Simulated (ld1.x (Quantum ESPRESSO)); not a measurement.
indium (In): excitation energies, all-electron against TM

In (Z = 49), norm-conserving Troullier–Martins (Kleinman–Bylander form), made with ld1.x (Quantum ESPRESSO) 7.5 (PBE, scalar-relativistic). Core [Kr] 4d10, reference 5s2 5p0.75 (charge +0.25). Waves: 5s (bound): rc 2.05 bohr; 5p (bound): rc 2.75 bohr; 5d channel at 0.2 Ry: rc 2.50 bohr. Local part: all-electron potential smoothed inside 1.60 bohr (lloc = -2). Core correction: none.

Energies are relative to the spin-unpolarised reference configuration 5s2 5p0.75; without spin polarisation the order of configurations can differ from experiment.

```
valence configuration  charge  ΔE all-electron (eV)  error AE − PS (meV)
              5s2 5p1       0                -0.796                 +1.3
              5s2 5p0      +1                 4.567                  +36
              5s1 5p0      +2                23.802                 +605
              5s0 5p3       0                11.151                 +125
              5s1 5p2       0                 5.045                  +32
```

Problem. What are ΔE and the potential's error for 5s2 5p1.3?

Solution. ΔE = -1.328 eV all-electron; the error (AE − PS) is +4.5 meV.

Problem. What are ΔE and the potential's error for 5s2 5p0.5?

Solution. ΔE = 1.145 eV all-electron; the error (AE − PS) is +1.3 meV.

Note: ghost state, extra bound levels that the all-electron valence spectrum of the same l lacks: s at -1.17 eV. A true bound ghost makes a file unfit for plane-wave use.
